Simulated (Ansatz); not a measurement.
Relaxation of CH5BF2OSi (11 atoms, charge 0, multiplicity 1), to a largest force component of 0.015 eV/Å in at most 40 steps.

Level of theory: Ansatz, RKS B3LYP-D4/6-31G*.

```xyz
11
Properties=species:S:1:pos:R:3
C -1.425 -0.979 -0.584
O -1.175 0.438 -0.591
B -0.268 0.713 0.499
F 1.151 0.668 0.407
Si -0.993 1.115 2.294
F -0.450 2.624 2.793
H -0.539 -1.552 -0.780
H -1.938 -1.232 0.342
H -2.178 -1.116 -1.383
H -0.476 0.106 3.256
H -2.421 1.093 2.239
```

Task: Where does it end, and by what steps?

Result: It converged. The force dipped under the threshold on the way, but the program's further checks kept it going. After 23 steps the energy has fallen by 1.060 eV; F4 moved furthest, 1.10 Å.

```json
{"step": "0", "energy less start (eV)": "0.0000", "largest force component (eV/Å)": "3.062", "accepted": "yes"}
{"step": "1", "energy less start (eV)": "-0.4518", "largest force component (eV/Å)": "1.583", "accepted": "yes"}
{"step": "2", "energy less start (eV)": "-0.5544", "largest force component (eV/Å)": "1.246", "accepted": "yes"}
{"step": "3", "energy less start (eV)": "-0.6070", "largest force component (eV/Å)": "0.837", "accepted": "yes"}
{"step": "4", "energy less start (eV)": "-0.6576", "largest force component (eV/Å)": "0.383", "accepted": "yes"}
{"step": "5", "energy less start (eV)": "-0.7422", "largest force component (eV/Å)": "0.726", "accepted": "yes"}
{"step": "6", "energy less start (eV)": "-0.8309", "largest force component (eV/Å)": "1.273", "accepted": "yes"}
{"step": "7", "energy less start (eV)": "-0.9557", "largest force component (eV/Å)": "0.752", "accepted": "yes"}
{"step": "8", "energy less start (eV)": "-1.0147", "largest force component (eV/Å)": "0.455", "accepted": "yes"}
{"step": "9", "energy less start (eV)": "-1.0351", "largest force component (eV/Å)": "0.458", "accepted": "yes"}
{"step": "10", "energy less start (eV)": "-1.0099", "largest force component (eV/Å)": "1.202", "accepted": "no"}
{"step": "11", "energy less start (eV)": "-1.0568", "largest force component (eV/Å)": "0.158", "accepted": "yes"}
{"step": "12", "energy less start (eV)": "-1.0581", "largest force component (eV/Å)": "0.043", "accepted": "yes"}
{"step": "13", "energy less start (eV)": "-1.0584", "largest force component (eV/Å)": "0.014", "accepted": "yes"}
{"step": "14", "energy less start (eV)": "-1.0585", "largest force component (eV/Å)": "0.016", "accepted": "yes"}
{"step": "15", "energy less start (eV)": "-1.0587", "largest force component (eV/Å)": "0.085", "accepted": "yes"}
{"step": "16", "energy less start (eV)": "-1.0589", "largest force component (eV/Å)": "0.054", "accepted": "yes"}
{"step": "17", "energy less start (eV)": "-1.0591", "largest force component (eV/Å)": "0.015", "accepted": "yes"}
{"step": "18", "energy less start (eV)": "-1.0592", "largest force component (eV/Å)": "0.034", "accepted": "yes"}
{"step": "19", "energy less start (eV)": "-1.0594", "largest force component (eV/Å)": "0.030", "accepted": "yes"}
{"step": "20", "energy less start (eV)": "-1.0594", "largest force component (eV/Å)": "0.017", "accepted": "yes"}
{"step": "21", "energy less start (eV)": "-1.0594", "largest force component (eV/Å)": "0.021", "accepted": "yes"}
{"step": "22", "energy less start (eV)": "-1.0595", "largest force component (eV/Å)": "0.006", "accepted": "yes"}
{"step": "23", "energy less start (eV)": "-1.0595", "largest force component (eV/Å)": "0.010", "accepted": "yes"}
```

```xyz
11
Properties=species:S:1:pos:R:3
C -1.458 -1.003 -0.450
O -0.433 -0.027 -0.592
B -0.095 0.851 0.372
F 0.904 1.685 0.077
Si -0.959 0.984 2.215
F -0.411 2.310 2.967
H -1.007 -1.981 -0.253
H -2.157 -0.759 0.360
H -2.016 -1.051 -1.389
H -0.631 -0.205 3.054
H -2.446 1.072 2.131
```

Whether the end is a true minimum wasn't checked by a vibrational analysis.

The run took 110 s on 2 threads of Intel(R) Xeon(R) Platinum 8488C (Sapphire Rapids), with other jobs on the host, peak memory 0.25 GiB.
